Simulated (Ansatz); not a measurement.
Two members of one family (Series GeMe3X), computed with Ansatz in the gas phase. The two geometries come from different levels. Binding counts from free atoms in the multiplicity of their measured ground term, without zero-point energy. The structures are stationary points that may keep the symmetry of their start.

First: Ge(CF3)Me3 (singlet, charge 0, PBE0-D4/def2-SVP geometry).

Cartesian coordinates in Å:
```
Ge -0.073 0.003 0.089
C 1.186 -0.050 -1.463
F 0.609 0.390 -2.595
F 1.629 -1.296 -1.710
F 2.273 0.716 -1.256
C 0.919 -0.672 1.622
H 0.285 -0.674 2.521
H 1.799 -0.043 1.818
H 1.261 -1.700 1.436
C -1.576 -1.140 -0.384
H -2.317 -1.159 0.429
H -1.233 -2.169 -0.567
H -2.067 -0.770 -1.295
C -0.597 1.865 0.307
H -1.093 2.234 -0.603
H 0.285 2.493 0.501
H -1.293 1.974 1.151
```

```csv
level,HOMO (eV),LUMO (eV),gap (eV),binding per atom (eV)
PBE-D4/def2-SVP,-6.82,0.55,7.36,4.07
PBE-D4/def2-TZVP,-7.06,-0.03,7.03,4.02
r2SCAN-D4/def2-TZVP,-7.38,0.69,8.07,3.94
PBE0-D4/def2-SVP,-8.41,1.33,9.75,3.99
PBE0-D4/def2-TZVP,-8.54,0.72,9.26,3.94
```

Second: GeMe3(NHMe) (singlet, charge 0, B3LYP-D4/def2-SVP geometry).

```csv
atom,x (Å),y (Å),z (Å)
Ge1,-0.375,-0.217,-0.064
C2,-1.132,0.644,1.529
H3,-0.916,0.043,2.425
H4,-2.223,0.747,1.426
H5,-0.708,1.650,1.675
C6,-0.697,0.923,-1.645
H7,-1.778,1.079,-1.797
H8,-0.284,0.457,-2.553
H9,-0.224,1.909,-1.515
C10,-1.140,-2.003,-0.346
H11,-0.715,-2.475,-1.246
H12,-2.232,-1.936,-0.479
H13,-0.932,-2.650,0.520
N14,1.432,-0.483,0.262
C15,2.328,0.638,0.471
H16,1.849,-1.201,-0.325
H17,2.570,1.231,-0.439
H18,1.890,1.341,1.200
H19,3.289,0.303,0.902
```

Task: Estimate the same table for the second.

Result: 
```json
{"level": "PBE-D4/def2-SVP", "HOMO (eV)": "-4.58", "LUMO (eV)": "0.57", "gap (eV)": "5.15", "binding per atom (eV)": "3.88"}
{"level": "PBE-D4/def2-TZVP", "HOMO (eV)": "-4.82", "LUMO (eV)": "0.01", "gap (eV)": "4.82", "binding per atom (eV)": "3.86"}
{"level": "r2SCAN-D4/def2-TZVP", "HOMO (eV)": "-5.08", "LUMO (eV)": "0.71", "gap (eV)": "5.79", "binding per atom (eV)": "3.81"}
{"level": "PBE0-D4/def2-SVP", "HOMO (eV)": "-6.02", "LUMO (eV)": "1.40", "gap (eV)": "7.42", "binding per atom (eV)": "3.84"}
{"level": "PBE0-D4/def2-TZVP", "HOMO (eV)": "-6.18", "LUMO (eV)": "0.79", "gap (eV)": "6.97", "binding per atom (eV)": "3.82"}
```
